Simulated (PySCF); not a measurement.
F$_{2}$Mg, triplet, geometry from GFN2-xTB (such geometries of metal compounds can be far from the true shape) (a higher spin typed on purpose: for a closed-shell molecule this is an excited state) (in this run its highest filled SCF level lies above zero, so its values depend strongly on the basis, on diffuse functions most of all); M062X/STO-3G in PySCF.

Here is a job for PySCF.
```python
from pyscf import gto, scf, dft

mol = gto.M(
    atom='''
Mg    0.000000    0.000000    0.000000
F     0.000000    0.000000    1.864751
F    -0.000000   -0.000000   -1.864751
''',
    basis='sto-3g',
    charge=0,
    spin=2,
    verbose=4,
)

mf = dft.UKS(mol)
mf.xc = 'm062x'
mf.kernel()
```

Q: Predict the main parts of the log of this PySCF run.

A: 
```
PySCF version 2.14.0

[INPUT] verbose = 4
[INPUT] num. atoms = 3
[INPUT] num. electrons = 30
[INPUT] charge = 0
[INPUT] spin (= nelec alpha-beta = 2S) = 2
[INPUT] symmetry False subgroup None
[INPUT] Mole.unit = angstrom
[INPUT] Symbol           X                Y                Z      unit          X                Y                Z       unit  Magmom
[INPUT]  1 Mg     0.000000000000   0.000000000000   0.000000000000 AA    0.000000000000   0.000000000000   0.000000000000 Bohr   0.0
[INPUT]  2 F      0.000000000000   0.000000000000   1.864751000000 AA    0.000000000000   0.000000000000   3.523868680509 Bohr   0.0
[INPUT]  3 F      0.000000000000   0.000000000000  -1.864751000000 AA    0.000000000000   0.000000000000  -3.523868680509 Bohr   0.0

nuclear repulsion = 72.7893185744263
number of shells = 11
number of NR pGTOs = 57
number of NR cGTOs = 19
basis = sto-3g
ecp = {}

******** <class 'pyscf.dft.uks.UKS'> ********
method = UKS
initial guess = minao
damping factor = 0
level_shift factor = 0
DIIS = <class 'pyscf.scf.diis.CDIIS'>
diis_start_cycle = 1
diis_space = 8
diis_damp = 0
SCF conv_tol = 1e-09
SCF conv_tol_grad = None
SCF max_cycles = 50
direct_scf = True
direct_scf_tol = 1e-13
number electrons alpha = 16  beta = 14
XC library pyscf.dft.libxc version 7.1.2
    S. Lehtola, C. Steigemann, M. J. T. Oliveira, and M. A. L. Marques,  SoftwareX 7, 1–5 (2018)
XC functionals = m062x
    Y. Zhao and D. G. Truhlar,  Theor. Chem. Acc. 120, 215 (2008)
    Y. Zhao and D. G. Truhlar,  Theor. Chem. Acc. 120, 215 (2008)
radial grids:
    Treutler-Ahlrichs [JCP 102, 346 (1995); DOI:10.1063/1.469408] (M4) radial grids

becke partition: Becke, JCP 88, 2547 (1988); DOI:10.1063/1.454033
pruning grids: <function nwchem_prune>
grids dens level: 3
symmetrized grids: False
atomic radii adjust function: <function treutler_atomic_radii_adjust>
small_rho_cutoff = 0
Set gradient conv threshold to 3.16228e-05
tot grids = 47104
init E= -393.851759745839

cycle= 1 E= -394.119358303749  delta_E= -0.268  |g|= 0.172  |ddm|= 1.72
cycle= 2 E= -394.150298494456  delta_E= -0.0309  |g|= 0.0674  |ddm|= 0.479

cycle= 3 E= -394.153752396763  delta_E= -0.00345  |g|= 0.00568  |ddm|= 0.107

cycle= 4 E= -394.153780405859  delta_E= -2.8e-05  |g|= 0.00137  |ddm|= 0.00881

cycle= 5 E= -394.15378335772  delta_E= -2.95e-06  |g|= 0.000197  |ddm|= 0.0039

cycle= 6 E= -394.153783449538  delta_E= -9.18e-08  |g|= 4.68e-05  |ddm|= 0.000763

cycle= 7 E= -394.153783469009  delta_E= -1.95e-08  |g|= 4.39e-05  |ddm|= 0.000314

cycle= 8 E= -394.153783489004  delta_E= -2e-08  |g|= 4.38e-05  |ddm|= 0.000327

cycle= 9 E= -394.153783526846  delta_E= -3.78e-08  |g|= 4.37e-05  |ddm|= 0.00062

cycle= 10 E= -394.153783910427  delta_E= -3.84e-07  |g|= 4.71e-05  |ddm|= 0.00633

cycle= 11 E= -394.153784762677  delta_E= -8.52e-07  |g|= 4.32e-05  |ddm|= 0.0143

cycle= 12 E= -394.153786795466  delta_E= -2.03e-06  |g|= 6.39e-05  |ddm|= 0.0358

cycle= 13 E= -394.153790676119  delta_E= -3.88e-06  |g|= 0.0014  |ddm|= 0.187

cycle= 14 E= -394.153791245531  delta_E= -5.69e-07  |g|= 0.0007  |ddm|= 0.073

cycle= 15 E= -394.153785127995  delta_E= 6.12e-06  |g|= 0.00232  |ddm|= 0.16

cycle= 16 E= -394.153750703605  delta_E= 3.44e-05  |g|= 0.00458  |ddm|= 0.115

cycle= 17 E= -394.153758616044  delta_E= -7.91e-06  |g|= 0.00418  |ddm|= 0.0177

cycle= 18 E= -394.153780227669  delta_E= -2.16e-05  |g|= 0.00282  |ddm|= 0.042

cycle= 19 E= -394.153793702878  delta_E= -1.35e-05  |g|= 0.0015  |ddm|= 0.0362

cycle= 20 E= -394.153792530462  delta_E= 1.17e-06  |g|= 0.00167  |ddm|= 0.0403

cycle= 21 E= -394.153798876488  delta_E= -6.35e-06  |g|= 0.000113  |ddm|= 0.0343

cycle= 22 E= -394.153798964565  delta_E= -8.81e-08  |g|= 5.79e-05  |ddm|= 0.0189

cycle= 23 E= -394.153798977509  delta_E= -1.29e-08  |g|= 3.44e-05  |ddm|= 0.0059

cycle= 24 E= -394.153798981419  delta_E= -3.91e-09  |g|= 5.83e-06  |ddm|= 0.00201

cycle= 25 E= -394.153798982068  delta_E= -6.49e-10  |g|= 1.18e-06  |ddm|= 0.00249

Extra cycle  E= -394.15379898207  delta_E= -2.39e-12  |g|= 8.41e-07  |ddm|= 4.01e-06
converged SCF energy = -394.15379898207  <S^2> = 2.0083447  2S+1 = 3.005558
```
